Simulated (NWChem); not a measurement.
Species: GeHCl2F; SMILES [F][GeH]([Cl])[Cl]

```xyz
5

Ge     0.3177     0.3363     0.0000
F      1.7561    -0.6153     0.0000
Cl    -0.7845    -0.2070    -1.7385
Cl    -0.7845    -0.2070     1.7385
H      0.7004     1.8118     0.0000
```
Atoms are numbered in this order, from 1.

The geometry was optimised at PBE0/def2-SVP.

Symmetry labels are those of Cs in the frame above (b1 and b2, or b-type labels, depend on it).

### Question
List the 4 lowest vertical singlet excitations from B3LYP/def2-SVPD, TDA (NWChem).

### Answer
| state | energy (eV) | oscillator strength | symmetry | leading excitation (squared amplitude) |
|---|---|---|---|---|
| S1 | 6.57 | 0.021 | a" | HOMO → LUMO (0.91) |
| S2 | 6.72 | 0.007 | a" | HOMO−2 → LUMO (0.92) |
| S3 | 6.84 | 0.043 | a' | HOMO−1 → LUMO (0.96) |
| S4 | 7.08 | 0.018 | a' | HOMO−3 → LUMO (0.96) |
